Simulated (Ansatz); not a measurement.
Problem. Name a neutral molecule of Ga, O, Si and H with size of the dipole moment (ωB97M-V/def2-TZVPP) between 0.10 and 0.40 D and LUMO energy (PBE0/def2-TZVPP) between -0.80 and -0.50 eV (Ansatz, PBE0-D4/def2-TZVP geometry).

Solution. `[OH][GaH][O][SiH3]` (0.24 D, -0.77 eV). Other molecules can fit too; these were computed, each in one conformer that needn't be the lowest.
